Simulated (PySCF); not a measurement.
HO2Si (cation, charge +1), SMILES O=[Si]=[OH+], PBE0/def2-SVP optimised geometry.

```
4

O      2.00     0.00     0.00
Si     0.49     0.00     0.00
O     -1.03     0.00     0.00
H     -2.00     0.00     0.00
```

Density from PBE0/def2-TZVP in PySCF 2.14.0 at that geometry.

Minimum of the electron density along straight lines between bonded atoms, close to the bond critical point (lines longer than 1.1 times the sum of covalent radii, or with two minima, are not listed):

```csv
bond,length / Å,ρ at the minimum / e bohr⁻³,∇²ρ there / e bohr⁻⁵,position (fraction from the first atom)
O1–Si2,1.503,?,1.49,0.58
Si2–O3,1.524,0.172,1.43,0.42
O3–H4,0.969,?,?,0.84
```

Question: Some entries are withheld; supply them.

Answer: 
- O1–Si2, ρ at the minimum / e bohr⁻³: 0.188
- O3–H4, ρ at the minimum / e bohr⁻³: 0.320
- O3–H4, ∇²ρ there / e bohr⁻⁵: -2.42
